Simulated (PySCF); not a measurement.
## Energy of Fe⁺ (iron, charge +1) between two integer charges

The 4s alpha orbital of [Ar] 3d6 4s1 is emptied in steps (occupation f), with all orbitals relaxed, ending at [Ar] 3d6. Computed with PySCF 2.14 in aug-cc-pVTZ (8s7p5d3f2g, 93 functions), with no relativity, point nucleus. The exact energy is a straight line in f; departures are measured from the line between the end points of the same method.

| f | UHF (eV) |
| --- | --- |
| 1 | 0.000 |
| 0.9 | 0.010 |
| 0.7 | 0.023 |
| 0.5 | 0.026 |
| 0.3 | 0.022 |
| 0.1 | 0.009 |
| 0 | 0.000 |

For UHF, how does the orbital energy at f = 1 compare with the removal energy?

−ε = 15.225 eV against a total-energy difference of 15.114 eV. By Janak's theorem ε = ∂E/∂f, so the gap between them reflects the curvature. Along the path −ε is 15.201 (f = 0.9), 15.155 (f = 0.7), 15.112 (f = 0.5), 15.071 (f = 0.3), 15.032 (f = 0.1) eV.

Reference removal energy between the ground levels: 16.199 eV (measured; NIST Atomic Spectra Database, ionization energies). The calculation has no spin-orbit coupling. UHF lacks correlation.
